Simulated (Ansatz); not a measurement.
Frontier orbitals of CH₃IOZn (`O[CH2][Zn][I]`).

```csv
atom,x (Å),y (Å),z (Å)
O1,-0.472,-0.040,1.534
C2,-0.678,0.234,0.156
Zn3,0.770,-0.438,-1.012
I4,2.602,-1.286,-2.384
H5,0.232,0.525,1.859
H6,-0.863,1.299,-0.025
H7,-1.591,-0.294,-0.128
```

Total charge 0; spin multiplicity 1. For Zn the d shell is correlated and the shells below it are frozen. Correlated methods include outer-core shells of I, which these sets cover unevenly. Scalar relativity is left out up to krypton. I takes the def2 core potential. The structure was optimised at the PBE0-D4/def2-TZVP level. It is one conformer, not always the lowest. Basis def2-TZVPP, the Gaussian-basis code of Ansatz.

Orbital energies of one run (eV). Highest occupied ones, from the top: -9.18, -9.68, -9.68, -11.43, -12.08, -13.93, -14.65, -16.67, -17.67, -17.67, -17.68, -17.72, -17.80, -21.53. Empty: 0.60, 0.67, 0.93, 2.52, 3.43, 3.74.

Task: Which functional gave them?
A. PBE0
B. LDA (SPW92)
C. CAM-B3LYP
D. ωB97M-V

Result: D. HOMO energies: ωB97M-V -9.18, CAM-B3LYP -8.33, PBE0 -7.00, LDA (SPW92) -5.99 eV.
